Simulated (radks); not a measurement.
Results of a calculation; reference values are marked as such.
Valence configurations of Yb I (all share [Xe]). Code: a radial shooting solver on a logarithmic mesh with Libxc functionals. Model: Dirac Kohn-Sham, PBE, spin-unpolarised, spherical densities, point nucleus; open shells are shared between the two j in proportion to 2j + 1. Energies are relative to 4f14 6s2; eigenvalues in eV.

[
 {"valence": "4f14 6s2", "E (eV)": "0.000", "e(4f5/2)": "-3.759", "e(4f7/2)": "-2.443", "e(5d3/2)": "-", "e(5d5/2)": "-", "e(6p1/2)": "-"},
 {"valence": "4f14 6s1 6p1", "E (eV)": "2.907", "e(4f5/2)": "-5.317", "e(4f7/2)": "-4.000", "e(5d3/2)": "-", "e(5d5/2)": "-", "e(6p1/2)": "-1.995"},
 {"valence": "4f14 5d1 6s1", "E (eV)": "3.253", "e(4f5/2)": "-3.540", "e(4f7/2)": "-2.225", "e(5d3/2)": "-0.824", "e(5d5/2)": "-0.665", "e(6p1/2)": "-"},
 {"valence": "4f12 5d2 6s2", "E (eV)": "15.609", "e(4f5/2)": "-17.467", "e(4f7/2)": "-16.001", "e(5d3/2)": "-3.177", "e(5d5/2)": "-2.753", "e(6p1/2)": "-"},
 {"valence": "4f12 5d1.5 6s2 6p0.5", "E (eV)": "16.528", "e(4f5/2)": "-19.135", "e(4f7/2)": "-17.668", "e(5d3/2)": "-4.328", "e(5d5/2)": "-3.863", "e(6p1/2)": "-2.140"},
 {"valence": "4f13 5d1 6s2", "E (eV)": "4.959", "e(4f5/2)": "-10.360", "e(4f7/2)": "-8.969", "e(5d3/2)": "-2.055", "e(5d5/2)": "-1.743", "e(6p1/2)": "-"},
 {"valence": "4f13.5 6s2 6p0.5", "E (eV)": "1.925", "e(4f5/2)": "-8.389", "e(4f7/2)": "-7.035", "e(5d3/2)": "-", "e(5d5/2)": "-", "e(6p1/2)": "-1.903"},
 {"valence": "4f14 6p2", "E (eV)": "6.011", "e(4f5/2)": "-6.730", "e(4f7/2)": "-5.413", "e(5d3/2)": "-", "e(5d5/2)": "-", "e(6p1/2)": "-2.570"},
 {"valence": "4f14 5d0.5 6s1.5", "E (eV)": "1.625", "e(4f5/2)": "-3.605", "e(4f7/2)": "-2.289", "e(5d3/2)": "-0.780", "e(5d5/2)": "-0.613", "e(6p1/2)": "-"},
 {"valence": "4f13 5d1 6p2", "E (eV)": "11.768", "e(4f5/2)": "-13.101", "e(4f7/2)": "-11.709", "e(5d3/2)": "-4.152", "e(5d5/2)": "-3.776", "e(6p1/2)": "-2.780"}
]

NIST lists [Xe] 4f14 6s2 as the ground configuration; this level of theory agrees among the configurations tried. The energies are those of spherical spin-averaged densities, not of single terms.
